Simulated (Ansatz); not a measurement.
Reaction (atomization): `F[SiH]1[CH2][GeH2]1` → C• + F• + Ge• + 5 H• + Si•

Program: Ansatz. Geometries: PBE0-D4/def2-TZVP. ΔE: electronic, gas phase. CCSD(T)/CBS adds triple-zeta CCSD(T) − MP2 to the extrapolated MP2 energy (def2 sets, frozen cores). This one scheme is used for every species, atoms too. DFT in def2-TZVPP. B3LYP here is the variant with VWN-RPA as its local correlation; programs differ in this. No spin–orbit coupling; open shells (•) take unrestricted orbitals. Spin–orbit coupling would lower the free atoms: a little for C, F, Si; clearly for Ge. For Ge outer-core shells are correlated without core-valence functions, so the limit isn't a true one: a few kJ/mol of doubt a bond, and 10 to 20 or more in all where bonds break to atoms. Scalar relativity is left out up to krypton.

`F[SiH]1[CH2][GeH2]1`:

Cartesian coordinates in Å:
```
F -1.351 1.289 1.682
Si -0.649 1.006 0.275
C -0.604 -0.739 -0.332
Ge 1.311 -0.154 0.051
H -1.045 2.067 -0.678
H -0.895 -0.965 -1.355
H -0.921 -1.520 0.357
H 1.941 -0.974 1.178
H 2.213 -0.011 -1.177
```

**Question.** What is ΔE at CCSD(T)/CBS? (Best estimate.)

**Answer.** Ansatz gave: +31.06 eV.

**Question.** What do these levels give: r2SCAN-D4, B3LYP-D4, ωB97M-V, PBE, r2SCAN, B3LYP, HF/def2-TZVPP, SCS-MP2/def2-TZVPP, CCSD(T)/def2-TZVPP, MP2/def2-QZVPP, MP2/CBS(def2), CCSD/CBS(def2)? (Best estimate.)

**Answer.** Ansatz gave: r2SCAN-D4 31.07, B3LYP-D4 30.68, ωB97M-V 30.84, PBE 30.94, r2SCAN 31.03, B3LYP 30.37, HF/def2-TZVPP 22.55, SCS-MP2/def2-TZVPP 30.45, CCSD(T)/def2-TZVPP 30.27, MP2/def2-QZVPP 31.07, MP2/CBS(def2) 31.39, CCSD/CBS(def2) 30.61 eV.

Largest T1 diagnostic among the species: 0.012.

From PBE to PBE0 (25 % exact exchange), in def2-TZVPP and without D4, ΔE moves by −0.37 eV: exact exchange takes away binding that semilocal exchange gives to molecules. In def2-TZVPP, CCSD(T) changes the Hartree–Fock value by +7.71 eV (the triples alone add +0.45 eV) and MP2 by +8.05 eV; breaking electron pairs costs correlation energy, which Hartree–Fock lacks. The D4 term adds +0.31 eV with B3LYP and +0.16 eV with PBE0; it sums over pairs of atoms, weighted by their polarisabilities, and B3LYP, whose exchange is more repulsive, gets the larger term.

For atomizations the MP2-based limit and the directly extrapolated one differ by several kJ/mol either way, and by 10 to 25 for some Ge, Se and Sn compounds, so smaller differences from it don't rank the levels.
